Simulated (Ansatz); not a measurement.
Isolated molecules relaxed with PBE0-D4/def2-TZVP in Ansatz; ΔE leaves out vibrations. CBS: MP2 limit from def2 TZ/QZ plus the TZ coupled-cluster correction, frozen cores. Double bonds are as drawn, so ΔE can hold a change between cis and trans. Functionals use def2-TZVPP. One conformer a species, not always the lowest.

Reaction (redistribution): `N[SiH](F)[SiH2]O` + `O/C=C/[SiH2][SiH3]` → `N[SiH](F)[SiH2][SiH3]` + `O/C=C/[SiH2]O`

```
             level  ΔE (kcal/mol)
         r2SCAN-D4           -7.0
           PBE0-D4           -6.8
               PBE           -6.0
SCS-MP2/def2-TZVPP           -6.6
```

Q: What does CCSD(T)/CBS give? (Best estimate.)

A: The calculation gave: -6.7 kcal/mol. The listed levels differ from it by -0.3, -0.1, 0.7, 0.1 kcal/mol.

Largest T1 diagnostic among the species: 0.013.
